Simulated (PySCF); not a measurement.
# Mass spectrum arithmetic for `C1#[N+][AlH2-][CH2]CC1`

Species: `C1#[N+][AlH2-][CH2]CC1`.

Calculated from tabulated atomic weights, isotope masses and abundances; no fragmentation.

Task: What are the average molar mass and the monoisotopic mass?

Result: For C4H8AlN, with standard atomic weights, 4 × 12.011 + 1 × 14.007 + 1 × 26.982 + 8 × 1.008 = 97.097 g/mol. From the most abundant isotopes (12C, 14N, 27Al, 1H), 4 × 12.000000 + 1 × 14.003074 + 1 × 26.981539 + 8 × 1.007825 = 97.0472 u.

Task: What cluster does the molecular ion M+• show when like nominal masses merge?

Result: 
| nominal mass | m/z (centroid) | relative intensity |
| --- | --- | --- |
| 97 | 97.0467 | 100.0 |
| 98 | 98.0496 | 4.8 |

Cut off at 0.1 %. One electron mass, 0.00055 u, is taken off. Abundances used (%; other tables differ somewhat): 12C 98.93, 13C 1.07; 14N 99.632, 15N 0.368; 1H 99.9885, 2H 0.0115.

Task: What share of all molecules is the monoisotopic species?

Result: 0.9893^4 × 0.99632 × 1 × 0.999885^8 = 95.35 %.

Task: What resolving power m/Δm just matches the spacing of the species with one 15N and with one 13C?

Result: They lie 0.00632 u apart at mass 98.04, so m/Δm is about 16000.

Task: What is the composition by mass?

Result: C 49.48 %, N 14.43 %, Al 27.79 %, H 8.31 %.

Task: Resolve the fine structure: one atom at a time replaced by a minor isotope.

Result: Intensity in % of the monoisotopic species:

```csv
isotope,mass shift (u),m/z,intensity (%)
15N,+0.99703,98.0437,0.37
13C,+1.00335,98.0500,4.33
2H,+1.00628,98.0529,0.09
```

Species under 0.02 % are left out.

Task: Count the protons, neutrons and electrons of the monoisotopic species, and give its exact less its nominal mass.

Result: 52 protons, 45 neutrons and 52 electrons; 97.0472 − 97 = +0.0472 u.
